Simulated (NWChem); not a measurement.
Molecule: AlH2Br; SMILES [AlH2][Br]

```xyz
4

Al     0.0000     0.0000    -1.5683
H      0.0000     1.3999    -2.3003
H      0.0000    -1.3999    -2.3003
Br     0.0000     0.0000     0.6907
```
Atoms are numbered in this order, from 1.

Computed with NWChem. Structure relaxed at the PBE0/def2-SVP level. Vzz is the largest principal value of the second derivative of the potential at the nucleus (NWChem prints the opposite sign); η is the asymmetry. Non-relativistic.

Q: What does the run give for PBE/def2-SVP? Quantities: Vzz Al1 (a.u.); η Al1; Vzz Br4 (a.u.); η Br4.

A: 
```json
{
 "Vzz Al1 (a.u.)": "1.026",
 "η Al1": "0.67",
 "Vzz Br4 (a.u.)": "2.522",
 "η Br4": "0.61"
}
```
